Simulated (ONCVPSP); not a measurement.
**Cs: one change to an ONCV potential, before and after**

caesium (Cs), optimised norm-conserving Vanderbilt (ONCV), made with ONCVPSP 4.0.1 (LDA (Perdew-Wang 92), scalar-relativistic). Core [Kr] 4d10, reference 5s2 5p6 (charge +1). Waves: 5s: rc 1.85 bohr, ncon 4, nbas 8, qcut 3.4 1/bohr, 2 projectors, debl 3.2 Ha; 5p: rc 3.25 bohr, ncon 4, nbas 7, qcut 3.7 1/bohr, 2 projectors, debl 3.7 Ha; d scattering state at 0.32 Ha: rc 3.25 bohr, ncon 4, nbas 8, qcut 2.8 1/bohr, 2 projectors, debl 2 Ha. Local part: polynomial inside 1.35 bohr (lpopt 1, dvloc0 0 Ha). Core correction: Teter function fitted to the true core (icmod 2), fcfact 0.2.

In the d channel the program set the typed energies aside and used 0.050, 2.050 Ha.

All-electron outer shells of the reference configuration (LDA (PZ), scalar-relativistic, ld1.x):

```json
{"shell": "5p", "level (eV)": "-18.83", "outermost node (bohr)": "0.89", "outermost maximum (bohr)": "1.76"}
```

Change: all radii but the core radius scaled by about 0.84 (s 1.56, p 2.72, d 2.72 bohr); local potential polynomial inside 1.14 bohr (lpopt 1, dvloc0 0 Ha).

Cutoffs: the cutoffs (Ha) at which the residual kinetic energy of the hardest occupied pseudo-wave falls to 1 and 0.1 mHa per electron; they do not see the model core or the augmentation charge, which bear on the density cutoff. Errors are all-electron minus pseudo energies relative to the spin-unpolarised reference configuration.

Task: What does the change do?

Result: The potential gets harder (43 Ha and 52 Ha → 55 Ha and 69 Ha); a bound ghost appears in s, which as a rule spoils a file; the number of tests with a reliable result goes from 4 to 2. A smaller radius makes the pseudo-wave follow the all-electron one further in, where it bends more sharply, so more plane waves are needed.

```csv
quantity,base,changed
"cutoff, loose",43 Ha,55 Ha
"cutoff, tight",52 Ha,69 Ha
loose cutoff by channel,"s 43 Ha, p 4.1 Ha","s 55 Ha, p 3.7 Ha"
bound ghosts,none,s
GHOST(+) flags under 300 eV,"s at 57.8 eV, p at 110.8 eV",p at 92.3 eV
tests with a reliable result,4 of 4,2 of 4
"error for 5s2 5p6 6p1, meV [ΔE -2.52 eV]",+10,+3.7
"error for 5s2 5p5 6s1, meV [ΔE 13.99 eV]",-24,-59
"rms error of d²Exc/dni dnj with the model core, mHa",0.92,1.31
```

 A true bound ghost makes a file unfit for plane-wave use even where its test errors are small: the radial tests pick states by their node count and pass the ghost by.
